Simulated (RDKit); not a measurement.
RDKit input (UFF):

```python
from rdkit import Chem
from rdkit.Chem import AllChem, rdDetermineBonds

mol = Chem.MolFromXYZFile('mol.xyz')
rdDetermineBonds.DetermineBonds(mol, charge=1)
print('SMILES', Chem.MolToSmiles(Chem.RemoveHs(mol)))
ff = AllChem.UFFGetMoleculeForceField(mol)
e0 = ff.CalcEnergy()
flag = ff.Minimize(maxIts=5000, forceTol=1e-5)
print(f'energy {e0:.4f} -> {ff.CalcEnergy():.4f} kcal/mol, converged: {flag == 0}')
print(Chem.MolToXYZBlock(mol))
```
mol.xyz:
```
11

C     -1.54239160     0.14966775    -0.06167306
C     -0.21272039    -0.48333741    -0.22325539
C      0.97966684     0.23859983    -0.65101960
O      0.89446574    -0.05956607     0.82943703
H     -2.08877611    -0.28467441     0.77538915
H     -2.11210549    -0.07007489    -0.97071802
H     -1.48426528     1.23432464     0.03979722
H     -0.16506973    -1.56499507    -0.25622852
H      0.91132549     1.29676390    -0.87149703
H      1.82265005    -0.29118867    -1.07286526
H      0.61318598     0.72679204     1.33631456
```

Output:

```
SMILES C[C@H]1C[OH+]1
energy 370.4546 -> 340.0894 kcal/mol, converged: True
11

C     -1.511984    0.167572   -0.057111
C     -0.156089   -0.549716   -0.143438
C      0.996444    0.260724   -0.599835
O      0.834176   -0.091029    0.762776
H     -2.071184   -0.215183    0.821662
H     -2.096668   -0.053934   -0.973786
H     -1.409111    1.270326    0.036220
H     -0.106058   -1.646286   -0.309912
H      0.815909    1.339566   -0.815343
H      1.822051   -0.310467   -1.073015
H      0.498478    0.720739    1.225461
```

The dipole moment of an ion depends on the origin.

The geometry given is a B3LYP-D3(BJ)/def2-TZVP minimum.
